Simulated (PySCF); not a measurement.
CH7GeNOSi, SMILES C1[NH][Ge@H]([SiH2]1)[OH].

Geometry: B3LYP-D3(BJ)/def2-SVP. The structure was generated by enumeration; whether it is a known compound was not checked. The values are those of a single conformer.

Calculation: PBE/def2-TZVP (PySCF).

Isolated molecule, no solvent.

Problem. Estimate the frontier levels, gap, dipole moment and polarisability. (Estimate from the structure and the level; the computed values follow.)

Solution. 
The highest occupied level is -5.27 eV. The lowest empty level is -0.94 eV, the orbital gap is 4.34 eV and the dipole moment is 1.18 D. The quadrupole, principal values (traceless, Buckingham form, about the centre of nuclear charge) is -8.73, 1.88, 6.85 D·Å and the mean static polarisability is 83.1 bohr³ (12.31 Å³). The polarisability, principal values is 70.4, 79.1, 99.7 bohr³.
